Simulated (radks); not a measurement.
Q: The hafnium ion Hf6+, 66 electrons, occupied as [Kr] 4d10 4f13 5s2 5p5. Calculated with a radial shooting solver on a logarithmic mesh with Libxc functionals: non-relativistic Kohn-Sham, BLYP, spin-polarised, spherical densities, point nucleus; open shells are filled with parallel spins first (spin-orbit coupling, left out, can overturn this in heavy ions); relativity is left out, which matters for an element this heavy. Some entries of the table are withheld. Estimate them.

orbital,occ.,eigenvalue (eV),<1/r> (bohr^-1),<r^2> (bohr^2)
1s up,1,-60294.15,71.46,0.0005918
1s down,1,-60294.06,71.46,0.0005918
2s up,1,-9917.617,16.73,0.009291
2s down,1,-9917.541,16.73,0.009290
2p up,3,-9497.761,16.76,0.006876
2p down,3,-9497.663,16.76,0.006876
3s up,1,-2307.650,6.411,0.05859
3s down,1,-2306.910,6.412,0.05857
3p up,3,-2114.392,6.360,0.05430
3p down,3,-2113.702,6.361,0.05428
3d up,5,-1753.988,6.279,0.04242
3d down,5,-1753.475,6.280,0.04240
4s up,1,-519.5227,2.759,0.2897
4s down,1,-518.3641,2.758,0.2898
4p up,3,-439.7931,2.666,0.3015
4p down,3,-438.6319,2.665,0.3016
4d up,5,-295.0557,2.466,0.3310
4d down,5,-293.8830,2.466,0.3310
5s up,1,-132.4153,1.118,1.544
5s down,1,-131.0150,1.117,1.549
5p up,3,-108.4179,(1),1.819
4f up,7,-108.3241,2.029,0.4747
4f down,6,-107.0760,2.029,0.4745
5p down,2,-107.0705,(2),1.830

A: 
(1) 5p up <1/r> (bohr^-1): 1.022
(2) 5p down <1/r> (bohr^-1): 1.020
